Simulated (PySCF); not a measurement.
## La(OH)₃ at several levels of theory

All levels use the PBE0 minimum (singlet; La–O 2.181 Å (×3), O–H 0.957 Å (×3); H–O–La 170.3° (×3), O–La–O 115.5° (×3)), basis [La def2-SVP with ECP46, O def2-SVP, H def2-SVP], scalar-relativistic core potentials, density fitting, no spin–orbit coupling, PySCF. For vertical energies the ionised species is a doublet (spins chosen at PBE0 and kept) and the electron-attached one a doublet. Open shells are unrestricted, also as the reference of the correlated levels. A dash marks a value that was not computed or is not defined at that level.

| level | vertical IP (eV) | vertical EA (eV) | −ε(HOMO) (eV) | gap (eV) | dipole (D) |
| --- | --- | --- | --- | --- | --- |
| PBE0 | 9.34 | 0.07 | 7.34 | 6.09 | 1.62 |
| HF | 9.98 | -0.29 | 11.48 | 11.91 | 2.07 |
| MP2 | 9.91 | -0.14 | – | – | – |
| PBE | 8.74 | 0.11 | 5.68 | 3.82 | 1.41 |
| B3LYP | 9.25 | 0.12 | 7.03 | 5.50 | 1.58 |
| r2SCAN | 8.91 | 0.08 | 6.01 | 4.58 | 1.57 |
| TPSSh | 8.95 | -0.01 | 6.41 | 4.97 | 1.58 |
| M06 | 9.45 | -0.25 | 7.36 | 6.04 | 1.68 |
| B97-3 | 9.32 | -0.07 | 7.36 | 6.46 | 1.68 |

Spin contamination in at least one species weakens the values at: HF, MP2.

Without diffuse functions attachment energies tend to come out too low.
